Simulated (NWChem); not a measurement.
**Atomisation of C$_{3}$H$_{7}$O**

```xyz
11

C     -1.8851    -0.2691     0.1738
C     -0.5373     0.3438     0.2624
C      0.6314    -0.1986    -0.4787
O      1.8655     0.2292     0.0349
H     -1.8337    -1.3708     0.1527
H     -2.5277     0.0277     1.0171
H     -2.4228     0.0347    -0.7485
H     -0.4346     1.3672     0.6424
H      0.5585    -1.3081    -0.5270
H      0.6139     0.1393    -1.5361
H      1.8684     0.0194     0.9752
```
Charge 0, spin multiplicity 2.

All runs are NWChem calculations. Structure: optimised with UPBE0/def2-SVP, a minimum by its harmonic frequencies. It is one conformer; others weren't searched.

Basis set: def2-TZVP. The atomisation energy is electronic alone: no zero-point, thermal, spin-orbit or counterpoise terms. No value is extrapolated to the basis-set limit. Free atoms are single determinants with multiplicities C 3, O 3, H 2.

B3LYP has NWChem's definition, with VWN1-RPA local correlation. The structure started from a generated list of species. The stability of the SCF solutions was not checked.

### Question
For the atomisation energy, LDA (SVWN5) gives 1143.4 kcal/mol and BHandHLYP gives 966.0 kcal/mol. What do B3LYP, PBE0, PBE give?

### Answer
B3LYP: 992.4 kcal/mol; PBE0: 1000.5 kcal/mol; PBE: 1016.7 kcal/mol.
